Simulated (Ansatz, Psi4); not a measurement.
Predicting a hybrid from its neighbours: Si2H5OF

Si2H5OF: 9 atoms, total charge 0, spin state singlet. As SMILES, `O[SiH](F)[SiH3]`. The shape is that of a PBE0-D4/def2-TZVP optimisation. This is one conformer, not always the lowest.

The vertical energy of the triplet above the singlet y, in eV, basis 6-31G(d); a is the functional's share of exact exchange. Programs: Ansatz 0.2.0, Psi4 1.11.

| functional | program | a | y (eV) |
| --- | --- | --- | --- |
| BLYP | Ansatz | 0 | 6.16 |
| r2SCAN | Ansatz | 0 | 6.34 |
| TPSSh | Psi4 | 0.1 | ? |
| B3LYP | Ansatz | 0.2 | 6.51 |
| PBE0 | Ansatz | 0.25 | 6.48 |
| r2SCAN0 | Ansatz | 0.25 | 6.55 |
| BHLYP | Ansatz | 0.5 | 6.89 |

Problem. Fit y = c + s·a to the known rows and predict TPSSh.

Solution. 
1. Means of the 6 rows: a = 0.2000, y = 6.488.
2. Σ(Δa)² = 0.175, Σ(Δa·Δy) = 0.2185, so the slope is 0.2185/0.175 = 1.2486.
3. Intercept: 6.488 − (1.2486) × 0.2000 = 6.238. The largest residual of the fit is 0.10.
4. TPSSh: 6.238 + (1.2486) × 0.1 = 6.36 eV.

The run gave 6.48 eV, so the prediction is off by -0.12 eV, about the largest residual. The rows mix families of semi-local functionals, which the line can't see.
